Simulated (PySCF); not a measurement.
F2I2Zr, multiplicity 1. Atoms are numbered in the order given.

```xyz
5

Zr     0.0000     0.0000    -0.8914
F      0.0000    -1.5430    -1.9851
F      0.0000     1.5430    -1.9851
I     -2.2196     0.0000     0.6735
I      2.2196     0.0000     0.6735
```
Charge 0, spin multiplicity 1.

Geometry optimised at B3LYP-D3(BJ)/def2-SVP. The spin state was assumed, not searched. The structure was generated by enumeration; whether it is a known compound was not checked. The def2 effective core potentials stand for the cores of I, Zr; spin–orbit coupling is left out.

These are TDA-PBE/def2-SVPD in PySCF values and carry that method's errors.

Vertical excitations. Gas-phase values at a fixed geometry. State labels are in the subgroup C2v.

```csv
state,symmetry,energy (eV),λ (nm),f,main pairs
S1,B2,3.77,329,0.001,"HOMO→LUMO+1 77 %, HOMO−2→LUMO 23 %"
S2,A2,3.81,326,0.000,HOMO−1→LUMO 99 %
S3,B1,3.84,323,0.033,"HOMO→LUMO 68 %, HOMO−2→LUMO+1 29 %"
S4,B2,3.86,321,0.000,"HOMO−2→LUMO 77 %, HOMO→LUMO+1 23 %"
S5,A1,4.13,301,0.002,"HOMO−1→LUMO+1 72 %, HOMO−3→LUMO 22 %"
S6,A1,4.30,288,0.002,"HOMO→LUMO+2 76 %, HOMO−3→LUMO 23 %"
S7,B1,4.33,287,0.104,"HOMO−2→LUMO+1 61 %, HOMO→LUMO 19 %"
S8,A2,4.39,282,0.000,HOMO−3→LUMO+1 99 %
S9,B2,4.51,275,0.001,HOMO−1→LUMO+2 99 %
S10,A2,4.53,274,0.000,HOMO−2→LUMO+2 99 %
T1,B1,3.38,367,0,HOMO→LUMO 99 %
T2,A2,3.66,339,0,HOMO−1→LUMO 98 %
T3,B2,3.67,338,0,"HOMO→LUMO+1 53 %, HOMO−2→LUMO 47 %"
T4,A1,3.74,331,0,"HOMO−1→LUMO+1 65 %, HOMO−3→LUMO 31 %"
```
Triplets are in the Tamm–Dancoff approximation.
